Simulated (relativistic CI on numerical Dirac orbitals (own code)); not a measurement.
## Ni2+ in a cubic cluster: L2,3 absorption with charge transfer

Computed with a charge-transfer multiplet model of a cubic metal-ligand cluster with up to 2 ligand holes, Slater and spin-orbit integrals from Dirac-Coulomb-Breit ions, Slater integrals scaled by 0.8. The ground state mixes d8 with configurations of k ligand holes L, whose averages lie at kΔ + k(k − 1)U_dd/2; a core hole lowers each added d electron by U_cd. 300 K, Lorentzian 0.4 eV and Gaussian 0.3 eV FWHM.

Atomic integrals in eV (Slater integrals scaled, ζ unscaled), ground: F2dd 9.736, F4dd 6.042, zeta_d 0.080; with the core hole: F2dd 9.736, F4dd 6.042, zeta_d 0.103, zeta_core 11.413, F2cd 6.198, G1cd 4.674, G3cd 2.657.

Cluster parameters (eV): U_dd = 7.7, U_cd = 8.9, 10Dq = 1.2, 10Dq(ligand) = 0.3, V(eg) = 1.25, V(t2g) = -0.61, final-state hopping factor = 0.9.

Weights, n_d and S are thermal averages at 300 K. Photon energies count from the first peak over 30 % of the highest in each spectrum, which can be another peak from case to case. The parameters are a model scan and need not match a compound or its usual spin state. Peaks in eV (height, largest 100): 0.0 (100), 1.9 (25), 17.3 (25), 18.4 (26).

Problem. Which parameters give this spectrum?
A. Δ = 4.1 eV
B. Δ = 3.1 eV
C. Δ = 2.1 eV
D. Δ = 0.1 eV
E. Δ = 1.1 eV

Solution. A. Δ = 4.1 eV; the ground state then has 8.08 d electrons and S = 1.00. The choice follows from running the model for each set and comparing peak positions and heights.
